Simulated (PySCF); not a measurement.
How exact exchange moves a shielding

Molecule: SMILES N[SiH2]C=C, C2H7NSi.

Atoms are numbered as in `[CH2:1]=[CH:2][SiH2:3][NH2:4]`. Each H is labelled by its parent atom. Ha(C1) is cis to Si3; Hb(C1) is trans to Si3.

GIAO shieldings (ppm, equivalent atoms averaged) in PySCF on the PBE0-D3(BJ)/def2-SVP geometry, basis pcSseg-2, gas phase, non-relativistic:

| functional | exact exchange (%) | σ(C1) | σ(Si3) |
| --- | --- | --- | --- |
| BLYP | 0 | 30.0 | 346.3 |
| BP86 | 0 | 32.8 | 355.1 |
| PBE | 0 | 32.5 | 355.6 |
| B3LYP | 20 | 31.8 | 359.3 |
| PBE0 | 25 | 34.9 | 371.9 |
| mPW1PW91 | 25 | 34.4 | 371.1 |
| HF | 100 | 43.9 | 415.1 |

Task: Fit each shielding as a line in the percentage of exact exchange.

Result: σ(C1) = 31.3 + 0.12 x (rms 1.2 ppm); σ(Si3) = 352.4 + 0.63 x (rms 4.0 ppm). The functionals also differ in their semilocal parts, which the line can't hold; Hartree–Fock has no correlation at all.

Task: What does the line predict for BHandHLYP (50 %), and what does the run give?

Result: σ(C1): 37.3 predicted, 35.4 computed; σ(Si3): 383.9 predicted, 378.9 computed ppm.
